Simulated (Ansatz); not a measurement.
Cyclo-(X2GeSe)n: PBE-D4/def2-TZVP single points in Ansatz on relaxed structures, gas phase. Binding counts from free atoms in the multiplicity of their measured ground term, without zero-point energy. The structures are stationary points that may keep the symmetry of their start.

```
                     species  atoms    state            geometry  HOMO (eV)  LUMO (eV)  gap (eV)  binding per atom (eV)  point group (within 0.1 Å)
  cyclo-(F2GeSe)2 (Ge2Se2F4)      8  singlet  r2SCAN-D4/def2-SVP      -7.08      -3.74      3.34                   3.83                         D2h
  cyclo-(H2GeSe)2 (Ge2H4Se2)      8  singlet     PBE-D4/def2-SVP      -5.91      -2.57      3.34                   2.80                         D2h
cyclo-(Cl2GeSe)3 (Ge3Se3Cl6)     12  singlet     PBE-D4/def2-SVP      -6.82      -3.70      3.13                   3.19                         C3v
```

The gap (eV) runs from 3.13 (cyclo-(Cl2GeSe)3) to 3.34 (cyclo-(F2GeSe)2).
